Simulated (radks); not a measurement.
The numbers below are computed, except where a source is named.
The silver ion Ag+, [Kr] 4d10. Code: a radial shooting solver on a logarithmic mesh with Libxc functionals. Model: non-relativistic Kohn-Sham, exchange-only LDA, spin-polarised, spherical densities, point nucleus. Every spin shell is full or empty, so the densities are truly spherical. Functionals are evaluated on that one density, not self-consistently. Rank these orbital-free kinetic functionals by their error against the exact value of the orbitals, and give that value: Thomas-Fermi, von Weizsacker, TF + vW, TF + vW/5, LC94, APBEK, revAPBEK, LKT, PG1, DePristo-Kress, Ernzerhof.

Answer. Exact: 5190.33 hartree. From best to worst, with 100 (|E| - |E exact|)/|E exact| (equal figures are ties): LC94 +0.07, DePristo-Kress -0.09, APBEK +0.12, revAPBEK +0.31, Ernzerhof -0.40, TF + vW/5 +3.08, Thomas-Fermi -5.39, PG1 +15.43, LKT +19.62, TF + vW +36.98, von Weizsacker -57.63.
